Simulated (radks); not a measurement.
Results of a calculation; reference values are marked as such.
Neutral erbium inside a hard spherical wall (all orbitals vanish at R), configuration held at [Xe] 4f12 6s2 and not refilled when levels cross. Level of theory: scalar-relativistic Kohn-Sham, r2SCAN, spin-polarised, spherical densities, finite nucleus; open shells are filled with parallel spins first (spin-orbit coupling, left out, can overturn this in heavy ions); meta-GGA in the generalised Kohn-Sham scheme; Fermi nuclear charge, rms radius 5.2516 fm (a radial shooting solver on a logarithmic mesh with Libxc functionals). Eigenvalues in eV for spin up, with the zero of energy where the potential of the charges vanishes at infinity; a dash marks a level that is unbound or too diffuse for the functional's potential to be trusted. A positive occupied level is held by the wall or, in an anion where self-interaction has pushed it up, behind a barrier. The pressure on the wall is -dE/dV.

\begin{tabular}{lrrrrrrrrr}
R (bohr) & E (hartree) & kinetic (hartree) & e(5s) & e(5p) & e(4f) & e(6s) & e(6p, empty) & e(5d, empty) & pressure (GPa) \\ \hline
free & -13086.4014 & 14185.952 & -53.958 & -27.735 & -4.051 & -3.954 & - & - & 0 \\
15 & -13086.4014 & 14185.952 & -53.956 & -27.733 & -4.049 & -3.952 & -1.009 & -0.786 & 0.000133 \\
10 & -13086.3992 & 14185.973 & -53.809 & -27.587 & -3.905 & -3.841 & -0.737 & -0.637 & 0.0511 \\
8 & -13086.3860 & 14186.060 & -53.309 & -27.094 & -3.417 & -3.409 & 0.110 & -0.148 & 0.541 \\
7 & -13086.3614 & 14186.187 & -52.715 & -26.512 & -2.834 & -2.797 & 1.209 & 0.450 & 1.80 \\
6 & -13086.2982 & 14186.462 & -51.691 & -25.523 & -1.819 & -1.487 & 3.424 & 1.542 & 6.39 \\
5 & -13086.1273 & 14187.116 & -49.928 & -23.855 & -0.021 & 1.537 & 8.223 & 3.605 & 25.9 \\
1.5 & -13021.2488 & 14392.052 & 94.648 & 143.00 & 131.37 & 467.26 & 524.58 & 218.13 & 184000 \\
\end{tabular}
